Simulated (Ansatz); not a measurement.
Input for Ansatz (a program for electronic structure): U-B3LYP/def2-TZVPP on GaP, 2S+1 = 3, a point of a bond scan (R = 2.482 Å).

Ansatz 0.2 input:
```yaml
crystal:
  periodic: [false, false, false]
  atoms:
    - {symbol: Ga, position_ang: [-0.00000000, -0.00000000, -0.73586092]}
    - {symbol: P, position_ang: [0.00000000, 0.00000000, 1.74644323]}
basis:
  gaussian:
    orbitals: def2-TZVPP
hamiltonian:
  xc: {name: B3LYP}
magnetization: {spin_polarized: true, initial_magnetization: 2}
```

The head of its log:

```
WARN ansatz: RAYON_NUM_THREADS=1 ignored (pool sized by the plan → 1); use --threads N
Functional definition: B3LYP
integrals: 0.02 GiB planned
700 factors; their error is unknown
mean field: 0.37 GiB planned
mean field evaluation 1: about -61664.2329 eV, gradient 2.0e1 eV
mean field evaluation 2: about -61639.2641 eV, gradient 5.6e1 eV
```

Give the final energy of this run.

-2266.2207 hartree.
